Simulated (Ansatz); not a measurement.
The same path of C₂H₈O₂SiSn (14 atoms, charge 0, multiplicity 1) was run twice with different band settings. The coordinate that changes most is the dihedral H8–C1–Sn2–Si3.

Level of theory: RKS B3LYP/def2-SVP (Ansatz 0.2.0).

Relaxed end points:

```xyz
14
Properties=species:S:1:pos:R:3
C -1.628 -1.459 0.866
Sn 0.337 -1.460 -0.054
Si 1.565 0.798 0.334
O 1.147 1.990 -0.865
C -0.114 2.199 -1.230
O -1.068 1.595 -0.806
H -2.156 -0.555 0.533
H -2.186 -2.355 0.558
H -1.530 -1.450 1.961
H 0.217 -1.736 -1.752
H 1.307 -2.729 0.613
H 3.045 0.732 0.195
H 1.236 1.393 1.663
H -0.183 3.008 -1.989
```

```xyz
14
Properties=species:S:1:pos:R:3
C -1.759 -1.456 0.560
Sn 0.213 -1.444 -0.344
Si 1.621 0.578 0.484
O 1.325 2.014 -0.457
C 0.092 2.402 -0.764
O -0.915 1.811 -0.461
H -2.386 -2.220 0.080
H -1.678 -1.676 1.634
H -2.201 -0.461 0.417
H 0.097 -1.366 -2.063
H 1.062 -2.899 0.055
H 3.092 0.414 0.332
H 1.323 0.926 1.904
H 0.101 3.348 -1.347
```

Common settings: movable images 5; climbing image yes; optimiser quadratic models (default); start path IDPP; force threshold 0.05 eV/Å; end points relaxed.

| run | spring | iteration limit |
| --- | --- | --- |
| 1 | 5.0 eV/Å² | 53 |
| 2 | 2.0 to 10.0 eV/Å², energy-weighted | 55 |

What does each run give, and how far can it be trusted?

Run 1: converged after 6 iterations, highest image 0.032 eV above the first end. A vibrational analysis at the climbing image gives one clearly imaginary mode, 102i cm⁻¹: a first-order saddle point.
Run 2: converged after 6 iterations, highest image 0.032 eV above the first end. Another band between the same ends (5 images) ends at a top of the same energy, where a vibrational analysis finds 1 clearly imaginary mode.
